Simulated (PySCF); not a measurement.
Species: C4H7F3Si.
Numbering: `[F:1][C:2]([F:3])([F:4])[C@@H:5]1[CH2:6][C@H:7]1[SiH3:8]` (hydrogens: H9 on C5; H10, H11 on C6; H12 on C7; H13, H14, H15 on Si8)

Cartesian coordinates in Å at the GFN2-xTB level; atoms count from 1:
```xyz
15
C4H7F3Si angstrom
F     -2.2590    1.5859    0.0720
C     -2.0186    0.2601    0.0932
F     -2.2110   -0.1365    1.3594
F     -3.0048   -0.3032   -0.6316
C     -0.6593   -0.0746   -0.4370
C      0.0160   -1.3244    0.0366
C      0.5246    0.0116    0.4885
Si     2.1586    0.7081   -0.1552
H     -0.5525    0.2274   -1.4710
H     -0.5123   -1.9456    0.7454
H      0.5879   -1.8819   -0.6894
H      0.2742    0.2720    1.5106
H      2.0684    2.1670   -0.1623
H      2.3585    0.1970   -1.5129
H      3.2247    0.2453    0.7318
```

A PySCF run (density fitting, gas phase, GFN2-xTB geometry) gave HOMO -7.55 eV, LUMO -0.31 eV, dipole 2.13 D.

Task: Which of these levels was it?
A. PBE/pcSseg-1
B. PBE0/pcSseg-1
C. PBE0/def2-SVPD

Result: A. It is PBE/pcSseg-1. All candidates on this geometry:

```json
{"level and settings": "PBE/pcSseg-1, level shift 0.2 Eh", "kind": "GGA", "basis functions": "178", "SCF cycles": "11", "E (Eh)": "-744.9594", "HOMO (eV)": "-7.55", "LUMO (eV)": "-0.31", "dipole (D)": "2.13"}
{"level and settings": "PBE0/def2-SVPD", "kind": "global hybrid", "basis functions": "229", "SCF cycles": "12", "E (Eh)": "-744.6503", "HOMO (eV)": "-8.91", "LUMO (eV)": "0.28", "dipole (D)": "2.47"}
{"level and settings": "PBE0/pcSseg-1", "kind": "global hybrid", "basis functions": "178", "SCF cycles": "13", "E (Eh)": "-745.0019", "HOMO (eV)": "-8.89", "LUMO (eV)": "0.51", "dipole (D)": "2.36"}
```

The nearest other candidate, by the summed differences of HOMO and LUMO, is PBE0/def2-SVPD: its HOMO differs by -1.36 eV and its LUMO by +0.59 eV. Cycle counts include a coarse-grid stage where the run had one.
